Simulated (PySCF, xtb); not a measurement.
C₅H₆O₂, SMILES C[C@@H]1C(=O)C=CO1. One conformer was computed; it need not be the lowest.

Harmonic wavenumbers (cm⁻¹) from GFN2-xTB (xtb) at its own minimum, in rising order: 117, 186, 215, 309, 476, 500, 622, 682, 788, 800, 823, 873, 915, 1016, 1055, 1079, 1099, 1117, 1163, 1213, 1248, 1307, 1389, 1469, 1482, 1582, 1776, 2927, 3042, 3047, 3055, 3114, 3190.

**Question.** What does B3LYP-D3(BJ)/def2-SVP (PySCF) give at its own minimum? (Estimate from the structure and the level; the computed values follow.)

**Answer.** 118, 231, 242, 325, 479, 512, 636, 712, 793, 821, 825, 880, 976, 1036, 1063, 1084, 1121, 1156, 1235, 1294, 1322, 1387, 1396, 1458, 1468, 1627, 1832, 3043, 3065, 3135, 3143, 3218, 3267. Paired by order, the mean absolute difference is 39 cm⁻¹ and the zero-point energies are 62.4 and 64.2 kcal/mol.
